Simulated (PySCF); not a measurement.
Computed shifts of a molecule C2H11NSi3, PBE/pcSseg-1 run with PySCF, GIAO, gas phase, atoms alike by connectivity averaged where their shifts nearly agree, in ppm (number of nuclei): ¹³C: 18.5 (1), 8.6 (1). ²⁹Si: 14.4 (1), -27.6 (1), -96.3 (1). ¹⁵N: 45.7 (1). ¹H: 6.07 (2), 6.02 (1), 4.23 (1), 4.10 (1), 1.43 (1), 1.22 (1), 1.21 (3), 0.40 (1). References: ¹³C against TMS (σ = 182.0 ppm); ²⁹Si against TMS (σ = 335.4 ppm); ¹⁵N against NH3 (σ = 267.0 ppm); ¹H against TMS (σ = 31.49 ppm), references at their B3LYP-D3(BJ)/def2-TZVP geometries, non-relativistic. Coordinates come from a PBE0-D3(BJ)/def2-SVP optimisation. Other conformers were not sampled.

Problem. Identify the compound among the candidates.
(A) C=C([SiH3])[SiH2]N[SiH3]
(B) N[Si@H]1C[Si@@H]([SiH3])C1
(C) [SiH3]N1C[SiH2]C[SiH2]1
(D) CC[Si@H]1N[SiH2][SiH2]1

Solution. D, CC[Si@H]1N[SiH2][SiH2]1
